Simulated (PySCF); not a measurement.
Exercise with solution: refractive index and permittivity of the vapour

SiFCl₃, SMILES F[Si](Cl)(Cl)Cl.

Coordinates come from a B3LYP-D3(BJ)/def2-SVP optimisation.

PySCF with ωB97X/def2-TZVP gives a mean static polarisability of 54.7 bohr³ and a dipole moment of 0.62 D. Take an ideal gas at 298.15 K and 1 bar, whether or not the substance is that volatile.

Q: Work out n − 1 in the optical limit and the static ε − 1.

A: 
Polarisability volume α' = 54.7 × 0.148185 = 8.11 Å³. Number density N = p/kT = 2.43e-5 Å⁻³.
Dilute limit of Lorentz–Lorenz: n − 1 = 2π N α' = 0.0012.
Orientation term of Debye: μ²/(3kT) = 8.098 Å³ × μ²(D²) = 3.11 Å³.
ε − 1 = 4π N (α' + μ²/3kT) = 0.0034. Orientation of the dipole supplies 28 % of the static response; it can't follow optical fields. Vibrational polarisation and dispersion are left out.
